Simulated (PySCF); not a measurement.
Polarisability and C₆ of Ru (ruthenium, neutral)

[Kr] 4d7 5s1, high-spin 5F determinant. All numbers are calculated (PySCF 2.14, scalar relativity through the core potential, in aug-cc-pVTZ-PP with one added diffuse shell each of s, p, d, f, g type with ECP28MDF (7s7p6d4f3g, 113 functions)). Coupled (time-dependent) response in atomic units; α is the mean over directions.

```csv
method,mean α (bohr³),C₆ (like pair),S(−4)
UHF,93.83,902.6,7458
PBE,58.88,558.2,2004
PBE0,62.85,590.8,2493
```

S(−4) is the Cauchy moment in α(ω) = α(0) + S(−4) ω² + …

Reference α: 72 ± 10 bohr³ (recommended; Schwerdtfeger and Nagle, table of static dipole polarizabilities (2023 update)). Published C₆: 809.0 (Gould and Bucko (2016)).

Spin-orbit coupling is absent.

Hartree-Fock lies above the reference because it lacks correlation, which contracts the outer shell.

α(iu) at UHF:

```csv
u (hartree),α(iu) (bohr³)
0,93.83
0.0500,78.81
0.100,55.63
0.200,30.14
0.300,19.83
0.500,11.59
0.750,7.522
1.00,5.448
1.50,3.320
2.00,2.249
3.00,1.221
5.00,0.5124
```

A single London oscillator, α(iu) = α/(1 + u²/ω²), gives C₆ = (3/4) ω α². Matching the computed C₆ needs ω = 4 × 902.6 / (3 × 93.83²) = 0.137 hartree.

Energies and moments cover only the electrons outside the core potential.
